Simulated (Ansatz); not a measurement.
Reaction (redistribution): `[SiH3]O[SiH2]BS` + `C[O][AlH][NH2]` → `N[SiH2]O[SiH3]` + `C[O][AlH][BH]S`

Gas-phase electronic energies from Ansatz, PBE0-D4/def2-TZVP geometries. CBS: MP2 limit from def2 TZ/QZ plus the TZ coupled-cluster correction, frozen cores. This one scheme is used for every species. Functionals use def2-TZVPP. B3LYP here is the variant with VWN-RPA as its local correlation; programs differ in this. Each species was taken in one conformer, which may not be the lowest.

```csv
level,ΔE (kJ/mol),difference from CCSD(T)/CBS
PBE-D4,41.4,1.2
r2SCAN-D4,43.9,3.7
PBE0-D4,40.0,-0.2
B3LYP-D4,42.5,2.3
ωB97X-V,39.9,-0.3
ωB97M-V,38.9,-1.3
B2PLYP,41.2,1.0
PBE,40.5,0.3
r2SCAN,43.7,3.5
PBE0,39.3,-0.9
B3LYP,41.0,0.8
HF/def2-TZVPP,34.6,-5.6
MP2/def2-TZVPP,41.8,1.6
SCS-MP2/def2-TZVPP,40.5,0.3
CCSD/def2-TZVPP,39.6,-0.6
CCSD(T)/def2-TZVPP,40.0,-0.2
HF/def2-QZVPP,34.4,-5.8
MP2/def2-QZVPP,41.9,1.7
SCS-MP2/def2-QZVPP,40.6,0.4
HF/CBS(def2),34.4,-5.8
MP2/CBS(def2),42.1,1.9
CCSD/CBS(def2),39.9,-0.3
CCSD(T)/CBS,40.2,0
```

Largest T1 diagnostic among the species: 0.015.

In def2-TZVPP, CCSD(T) changes the Hartree–Fock value by +5.3 kJ/mol (the triples alone add +0.3 kJ/mol) and MP2 by +7.2 kJ/mol.
